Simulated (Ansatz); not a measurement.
A structure relaxed at B3LYP-D4/def2-SVP in Ansatz, charge 0, singlet:

```xyz
5

Ga    1.493   -0.185   -2.013
Ga   -0.783    0.334    0.651
S     1.524   -0.104    0.621
S     0.136   -1.621   -0.269
S    -2.370    1.576    1.010
```

**Question.** Give its formula and point group.

**Answer.** Ga2S3. Point group Cs (tolerance 0.1 Å).

**Question.** Summarise the bond lengths by kind (pairs closer than 1.2 times the sum of covalent radii, bridged metal pairs left out).

**Answer.** 5 × Ga–S 2.05 to 2.63 Å; 1 × S–S 2.24 Å.

Another isomer (singlet) lies 0.45 eV lower at PBE0-D4/def2-TZVP; other spin states weren't run for this one.
